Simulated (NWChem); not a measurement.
System: AlBr2F; SMILES [F][Al]([Br])[Br]

The following NWChem deck was run.

```
start job
memory heap 200 mb stack 900 mb global 1100 mb
geometry units angstroms noautosym nocenter noautoz
  Al     0.000000     0.000000     0.650280
  F      0.000000     0.000000     2.303657
  Br    -1.948136     0.000000    -0.422465
  Br     1.948136     0.000000    -0.422465
end
basis spherical
  * library 6-31g*
end
dft
  xc xpbe96 cpbe96
  iterations 150
end
property
  efieldgrad
end
task dft property
```

Geometry: optimised at PBE0/def2-SVP.

Vzz is the largest principal value of the second derivative of the potential at the nucleus (NWChem prints the opposite sign); η is the asymmetry. Non-relativistic.

Atoms are numbered as in the input.

**Question.** Give the results of this calculation. (PBE/6-31G* (spherical d).) Quantities: Vzz Al1 (a.u.); η Al1; Vzz Br4 (a.u.); η Br4.

**Answer.** The vzz Al1 (a.u.) is 0.599. The η Al1 is 0.40, the vzz Br4 (a.u.) is 3.244 and the η Br4 is 0.28.
